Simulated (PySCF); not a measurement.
Thallium: a sound run and one with changed settings

Sound run: Tl+ [Xe] 4f14 5d10 6s2, Tl(2+) [Xe] 4f14 5d10 6s1. All numbers are calculated (PySCF 2.14, scalar relativity through the core potential, in def2-SVP with the def2 core potential (60 electrons) (4s4p2d, 26 functions)). The sound run starts from symmetry-adapted Hartree-Fock orbitals and uses a fine grid where one is needed.

Changed run: initial guess atom, at most 3 SCF cycles. This setting is unsound on purpose.

```
species  method  sound run (hartree)  changed run (hartree)  converged
    Tl+     UHF           -171.32998             -171.32995         no
    Tl+    TPSS           -172.25120             -172.25120         no
    Tl+    PBE0           -172.29574             -172.29574         no
 Tl(2+)     UHF           -170.65497             -170.65487         no
 Tl(2+)    TPSS           -171.50588             -171.50587         no
 Tl(2+)    PBE0           -171.55399             -171.55398         no
```

The SCF was stopped early; the energies are upper bounds that still move, and correlated levels were skipped or rest on poor orbitals.
